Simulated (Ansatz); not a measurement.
Total energies of the cluster Ga2As3⁻ from Ansatz at PBE-D4/def2-TZVPD, gas phase (1 Eh = 27.2114 eV = 2625.5 kJ/mol). The reference geometry is relaxed at r2SCAN-D4/def2-SVPD.

Cartesian coordinates in Å:
```
Ga 0.496 0.495 -1.356
Ga 0.481 -0.924 1.115
As 2.167 -0.953 -0.535
As -1.850 0.690 -0.737
As -1.294 0.693 1.513
```

| state | geometry | energy (Eh) |
| --- | --- | --- |
| charge -1 singlet | reference | -10555.96303 |
| charge 0 doublet | reference | -10555.86426 |
| charge -1 triplet | relaxed at r2SCAN-D4/def2-SVPD | -10555.94917 |
| charge -1 quintet | relaxed at r2SCAN-D4/def2-SVPD | -10555.90708 |

Task: Work out the vertical ionisation energy to the doublet.

Result: E(charge 0 doublet) − E(charge -1 singlet) = -10555.86426 − (-10555.96303) = 0.09877 Eh = 2.69 eV. For comparison, −ε of the highest occupied level is 0.60 eV at this level, 2.09 eV less.

Task: Which of the charge -1 states is lowest, and how far above it are the others?

Result: The singlet. triplet: -10555.94917 − (-10555.96303) = 0.01386 Eh = 36.4 kJ/mol; quintet: -10555.90708 − (-10555.96303) = 0.05595 Eh = 146.9 kJ/mol. The quintet differs in its bonds from the reference.

At PBE-D4/def2-TZVPD the gap within one spin of the charge 0 doublet nearly closes, so an electron or hole may be smeared out by delocalisation error. At PBE-D4/def2-TZVPD the highest occupied level of the charge -1 quintet lies above zero (up to 0.12 eV). It is a level of α spin, whose loss leaves a quartet; that state wasn't run at this geometry and level. The electron is either unbound and held by the finite basis, or the level is raised by self-interaction error. 

The structure comes from a short search, and lower isomers may exist.
